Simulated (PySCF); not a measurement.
[PbH5]− at several levels of theory

Computed with PySCF 2.14.0 (density fitting, no spin-orbit coupling) at the geometry relaxed with BP86:

```xyz
6
[PbH5]− (singlet)
Pb    0.0000    0.0000    0.0000
H     0.0000    0.0000    1.9793
H     0.0000    0.0000   -1.9793
H     1.8734    0.0000    0.0000
H    -0.9367    1.6225    0.0000
H    -0.9367   -1.6224    0.0000
```

| level | basis | state | HOMO (eV) | gap (eV) | charge on Pb1 (e) | dipole about the centre of mass (D) | largest force component (eV/Å) |
| --- | --- | --- | --- | --- | --- | --- | --- |
| BP86 | Pb def2-SVP with ECP60, H def2-SVP | singlet | 0.83 | 2.50 | 0.13 | 0.00 | 0.00 |
| revPBE | the same | singlet | 0.97 | 2.57 | 0.16 | 0.00 | 0.05 |
| PBE0 | the same | singlet | -0.02 | 4.28 | 0.20 | 0.00 | 0.27 |
| PBE | the same | singlet | 0.97 | 2.53 | 0.10 | 0.00 | 0.01 |
| BP86 | Pb def2-TZVP with ECP60, H def2-TZVP | singlet | 0.51 | 2.28 | 0.29 | 0.00 | 0.12 |
| BP86 | Pb x2c-SVPall, H x2c-SVPall | singlet | 0.82 | 2.53 | 0.19 | 0.00 | 0.09 |

Charges are Mulliken's, which hang on the basis. The relaxation used the grid (50, 194), these runs (75, 302) or, all-electron (x2c bases, spin-free X2C Hamiltonian), (99, 590).

Q: What does TPSS with Pb def2-SVP with ECP60, H def2-SVP give here?

A: state singlet, HOMO (eV) 0.72, gap (eV) 2.78, charge on Pb1 (e) 0.26, dipole about the centre of mass (D) 0.00, largest force component (eV/Å) 0.11. Time: 2.9 s on 2 threads of AMD EPYC 7R43 64-Core Processor (Zen 3) (shared host), from an already converged density.

In the first row's basis the gap widens with exact exchange: 2.5 to 2.8 eV for BP86, PBE, revPBE, TPSS (none); 4.3 eV for PBE0 (a fixed share).

The highest filled level of some runs lies above zero, as often for anions with such functionals and bases.
